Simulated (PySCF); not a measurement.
Simulated absorption spectrum

C6H8AlNO2.
Geometry (PBE0-D3(BJ)/def2-SVP, Å), atoms numbered from 1 in this order:
```
atom  x, y, z in Å
O1    -3.911    0.230    0.214
C2    -3.387   -0.705    0.734
O3    -2.067   -0.976    0.768
C4    -1.093   -0.198    0.204
C5    -1.279    0.979   -0.524
C6    -0.144    1.618   -1.019
C7     1.114    1.082   -0.781
N8     1.269   -0.048   -0.079
Al9    3.144   -0.830    0.281
C10    0.200   -0.678    0.404
H11   -3.910   -1.514    1.281
H12   -2.277    1.376   -0.694
H13   -0.240    2.540   -1.594
H14    2.033    1.546   -1.147
H15    3.169   -0.785    1.887
H16    4.014    0.264   -0.516
H17    2.977   -2.288   -0.376
H18    0.363   -1.599    0.971
```

Computed, not measured: PySCF 2.14.0, density-fitted response routines, TDDFT B3LYP/def2-SVPD, vertical, gas phase, core orbitals frozen in the response.

Computed states:

```json
{"state": "S1", "E (eV)": "3.78", "f": "0.040"}
{"state": "S2", "E (eV)": "3.86", "f": "0.0013"}
{"state": "S3", "E (eV)": "4.20", "f": "0.0044"}
{"state": "S4", "E (eV)": "4.35", "f": "0.0005"}
{"state": "S5", "E (eV)": "5.14", "f": "0.070"}
{"state": "S6", "E (eV)": "5.29", "f": "0.0004"}
{"state": "S7", "E (eV)": "5.47", "f": "0.0070"}
{"state": "S8", "E (eV)": "5.48", "f": "0.0034"}
{"state": "S9", "E (eV)": "5.62", "f": "0.0001"}
{"state": "S10", "E (eV)": "5.70", "f": "0.245"}
```

Broadening: Gaussians 0.4 eV wide at half height, area fixed by f = 4.319×10⁻⁹ ∫ε dν̃. The width is an assumption, not a result. The curve ends short of the highest state used, and states not computed would add to its high-energy end.

Task: What does the envelope look like, and where are its maxima?

Result: 
E (eV), ε (L mol⁻¹ cm⁻¹) and a bar:
```
     3.18          5 
     3.26         25 
     3.35        110 #
     3.43        326 ##
     3.51        774 #####
     3.60       1572 ##########
     3.68       2334 ###############
     3.76       2784 ##################
     3.85       2627 #################
     3.93       2015 #############
     4.01       1317 ########
     4.10        759 #####
     4.18        502 ###
     4.26        364 ##
     4.35        244 ##
     4.43        150 #
     4.51         81 
     4.60         57 
     4.68        124 #
     4.76        370 ##
     4.85       1058 #######
     4.93       2140 ##############
     5.01       3480 ######################
     5.10       4662 ##############################
```

Maxima: 328 nm (3.79 eV), ε about 2800, made up of S1 (97%) (ε in L mol⁻¹ cm⁻¹; maxima over ε = 5, shares over 10%). At its high-energy end, 5.10 eV, the curve is still rising (ε about 4700, from S5).

Task: On this curve, what absorbance would a 10⁻⁴ mol/L sample give at 248 nm over a 1 cm path?

Result: 248 nm is 4.999 eV, where ε is about 3300 L mol⁻¹ cm⁻¹, so A = ε c l ≈ 0.33 (Beer–Lambert, with the gas-phase spectrum and the assumed width).

Task: What would ε be at 3.79 eV, the highest of these maxima, with half the width (0.2 eV)?

Result: About 5530 L mol⁻¹ cm⁻¹ against 2810, a factor of about 1.97; a lone state at its own centre would give exactly 2.

Task: Coming from long wavelengths, where does ε first pass 100 L mol⁻¹ cm⁻¹?

Result: At about 371 nm (3.34 eV), 0.44 eV below S1.

One conformer stands for the species.
